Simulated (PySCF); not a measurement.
C3H9N, SMILES CCNC.

The structure is a stationary point at B3LYP-D3(BJ)/def2-SVP. Other conformers were not sampled.

Calculation: PBE/def2-TZVP run with PySCF.

Gas-phase values at a fixed geometry.

| Property | Value |
|---|---|
| total energy | -174.29975 hartree |
| highest occupied level | -4.94 eV |
| lowest empty level | 0.39 eV |
| orbital gap | 5.33 eV |
| dipole moment | 0.81 D |
| quadrupole, principal values (traceless, Buckingham form, about the centre of nuclear charge) | -3.46, 0.62, 2.84 D·Å |
| mean static polarisability | 50.4 bohr³ (7.47 Å³) |
| polarisability, principal values | 44.7, 47.6, 58.9 bohr³ |
